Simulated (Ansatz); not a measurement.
Reaction (atomization): `CC(F)C[SiH3]` → 3 C• + F• + 9 H• + Si•

Gas-phase electronic energies from Ansatz, PBE0-D4/def2-TZVP geometries. CBS: MP2 limit from def2 TZ/QZ plus the TZ coupled-cluster correction, frozen cores. This one scheme is used for every species, atoms too. For atomizations the MP2-based limit and the directly extrapolated one differ by several kJ/mol either way, and by 10 to 25 for some Ge, Se and Sn compounds, so smaller differences from it don't rank the levels. DFT in def2-TZVPP. No spin–orbit coupling; open shells (•) take unrestricted orbitals. Spin–orbit coupling would lower the free atoms: a little for C, F, Si. Each species was taken in one conformer, which may not be the lowest.

`CC(F)C[SiH3]`:

```xyz
14

C     0.834    1.394    1.291
C    -0.097    0.344    0.741
F    -1.340    0.944    0.515
C     0.374   -0.288   -0.552
Si   -0.911   -1.395   -1.373
H     1.807    0.953    1.517
H     0.977    2.193    0.560
H     0.428    1.826    2.208
H    -0.274   -0.436    1.491
H     0.677    0.493   -1.258
H     1.265   -0.890   -0.347
H    -1.475   -2.338   -0.368
H    -2.015   -0.612   -1.980
H    -0.250   -2.188   -2.445
```

```json
{"level": "r2SCAN-D4", "ΔE (kJ/mol)": "5143.4"}
{"level": "SCS-MP2/def2-TZVPP", "ΔE (kJ/mol)": "5060.1"}
```

(1) What does CCSD(T)/CBS give? (Best estimate.)

Largest T1 diagnostic among the species: 0.012.

Results:

(1) Computed: +5138.4 kJ/mol. The listed levels differ from it by 5.0, -78.3 kJ/mol.

In def2-TZVPP, CCSD(T) changes the Hartree–Fock value by +1144.3 kJ/mol (the triples alone add +56.8 kJ/mol) and MP2 by +1181.8 kJ/mol; breaking electron pairs costs correlation energy, which Hartree–Fock lacks. At CCSD(T), def2-SVP lies −228.1 kJ/mol from the extrapolated value and def2-TZVPP −113.5 kJ/mol: correlation converges slowly with the basis, and small sets miss more of it in the bonded molecule than in its fragments.
